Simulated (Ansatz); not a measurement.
Mulliken charges of CH2F3OSi, SMILES `FC(F)(F)O[SiH2]` radical from PBE/def2-TZVPP in Ansatz (PBE0-D4/def2-TZVP geometry).

```csv
atom,x (Å),y (Å),z (Å),charge (e)
F1,0.488,-1.620,0.376,-0.142
C2,1.038,-0.504,-0.125,0.429
F3,1.873,-0.029,0.806,-0.136
F4,1.759,-0.845,-1.184,-0.122
O5,0.121,0.395,-0.474,-0.235
Si6,-1.225,0.888,0.404,0.248
H7,-2.135,-0.272,0.606,-0.021
H8,-1.827,1.930,-0.464,-0.021
```

By hand: the dipole of these point charges (1 e Å = 4.8032 D).

Σ q r = (-0.342, 0.213, 0.136) e Å, of length 0.425 e Å = 2.04 D.

How does the dipole of the full density compare? (Estimate.)

Computed: (-0.329, 0.176, 0.077) e Å, 1.83 D; the point charges give 1.11 times that, at 8° from its direction.

Point charges leave out the atoms' own dipoles, such as those of lone pairs, and Mulliken's split depends on the basis, so the close match here is no proof of good charges.
